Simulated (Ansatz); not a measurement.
The Te1–Te2 bond of Te2 is stretched (multiplicity 3).


Frozen-core correlation. Filled d and f shells under p-block atoms count as core.

The values were computed with Ansatz (Gaussian basis) for Hartree–Fock, density functionals and correlated methods. Each number belongs to the level named beside it. In def2 rows elements past Kr take small-core potentials, without spin–orbit coupling.

Energies above the point at 2.575 Å (the B3LYP-D3(BJ) bond length), FIC-MRCISD+Q on CASSCF(12,8)/def2-TZVPP (kcal/mol): 17.41 at 2.317 Å; 6.98 at 2.832 Å; 60.12 at 10.299 Å.

Problem. Take the last value as the depth D of a Morse curve D(1 − e^(−a(R − R₀)))², fit a and R₀ to the two near points, and test it at 3.476 and 4.506 Å.

Solution. 
With D = 60.1, both near points (counted from the curve's value at 2.575 Å) are met by a = 1.64 Å⁻¹ and R₀ = 2.579 Å, so k = 2Da² = 325 kcal/(mol Å²). The curve then gives 35.7 and 55.2 kcal/mol; the level itself gives 41.9 and 59.1, so Morse is off by -6.2 and -3.9.

Ansatz is a quantum-chemistry and plane-wave program.
